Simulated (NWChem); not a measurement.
BeI2; SMILES [I][Be][I]

```xyz
3

Be     0.0000     0.0000     0.0000
I      1.5838     0.3662    -1.4348
I     -1.5839    -0.3661     1.4347
```
Atoms are numbered in this order, from 1.

Program: NWChem. STO-3G and 3-21G are far too small for this property and stand as cheap habits. Structure relaxed at the PBE0/def2-SVP level. def2 effective core potentials on I; no spin-orbit coupling. Field at 589 nm.

Task: Among these, which level gives the lowest value of “isotropic polarisability (bohr³)”?
A) B3LYP/STO-3G (all-electron, non-relativistic)
B) B3LYP/def2-SVP (core potentials)
C) B3LYP/def2-SVPD (core potentials)

Result: A, B3LYP/STO-3G (all-electron, non-relativistic). Values: B3LYP/STO-3G (all-electron, non-relativistic) 33.2; B3LYP/def2-SVP (core potentials) 70.5; B3LYP/def2-SVPD (core potentials) 93.0
